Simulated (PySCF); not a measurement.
H3Si, SMILES [SiH3-], charge -1. Coordinates come from a PBE0-D3(BJ)/def2-TZVPD optimisation.

Computed equilibrium geometry at PBE0-D3(BJ)/def2-TZVPD (PySCF confirms it by a frequency run) as a Z-matrix, and its point group:
point group C3v.
```
Si
H 1 1.5452
H 1 1.5452 2 94.02
H 1 1.5452 2 94.02 3 -94.33
```
Charge -1, spin multiplicity 1.
